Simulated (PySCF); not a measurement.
Computed Raman spectrum (relative Raman activity) of a molecule CH₆GeO₃. The structure is a stationary point at B3LYP-D3(BJ)/def2-SVP. Other conformers were not sampled. These are B3LYP-D3(BJ)/def2-SVP (PySCF) values and carry that method's errors. Frequencies are harmonic and unscaled.

Lines under 2 % of the strongest are left out, and lines within 2 cm⁻¹ are merged.

```csv
ν (cm⁻¹),relative intensity
630,7.3
701,8.6
716,6.9
753,7.0
906,3.7
912,2.5
1173,2.1
1469,8.6
1472,13
1481,11
2192,100
2979,96
3047,49
3096,86
3825,53
3834,68
```

### Question
Pick the molecule that these values belong to.
(A) [CH3][Ge]([OH])([OH])[OH]
(B) O[CH2][GeH]([OH])[OH]
(C) C[O][GeH]([OH])[OH]

### Answer
C, C[O][GeH]([OH])[OH]
